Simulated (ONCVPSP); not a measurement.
# Reading a pseudo-wave (tantalum (Ta))

Columns: radius, all-electron u(r) and pseudo u(r) of the 5s shell (level -71.32 eV) of tantalum in the configuration [Kr] 4d10 4f14 5s2 5p6 5d4 6s1; PBE, scalar-relativistic, ONCV scheme, ONCVPSP 4.0.1.

| r (bohr) | all-electron | pseudo |
| --- | --- | --- |
| 0.115 | 0.2628 | 0.1640 |
| 0.230 | 0.0057 | 0.3272 |
| 0.345 | -0.5933 | 0.4867 |
| 0.460 | -0.3887 | 0.6375 |
| 0.575 | 0.1613 | 0.7719 |
| 0.690 | 0.6580 | 0.8807 |
| 0.805 | 0.9725 | 0.9557 |
| 0.920 | 1.1122 | 0.9915 |
| 1.035 | 1.1240 | 0.9865 |
| 1.150 | 1.0563 | 0.9440 |
| 1.265 | 0.9468 | 0.8712 |
| 1.380 | 0.8213 | 0.7780 |
| 1.495 | 0.6959 | 0.6749 |
| 1.610 | 0.5795 | 0.5711 |
| 1.725 | 0.4761 | 0.4735 |
| 1.840 | 0.3872 | 0.3866 |
| 1.955 | 0.3123 | 0.3122 |
| 2.070 | 0.2503 | 0.2502 |
| 2.185 | 0.1996 | 0.1995 |
| 2.300 | 0.1584 | 0.1584 |
| 2.415 | 0.1253 | 0.1253 |
| 2.530 | 0.0989 | 0.0988 |
| 2.645 | 0.0778 | 0.0778 |
| 2.760 | 0.0611 | 0.0611 |
| 2.875 | 0.0479 | 0.0479 |
| 2.990 | 0.0375 | 0.0374 |

(1) How many radial nodes do the two functions have?

(2) At about which radius was the pseudo-wave matched?

(3) Is the pseudo-wave norm-conserving?

Results:

(1) The all-electron 5s function has n − l − 1 = 4 (the table is too coarse to show those close to the nucleus); the pseudo-wave has 0, since the states of the same l below it are removed with the core.

(2) 2.05 bohr, where the columns begin to agree (steps of 0.12 bohr).

(3) Yes: the ONCV scheme keeps the norm inside the radius equal to the all-electron one, which fixes the energy derivative of the logarithmic derivative at the level.
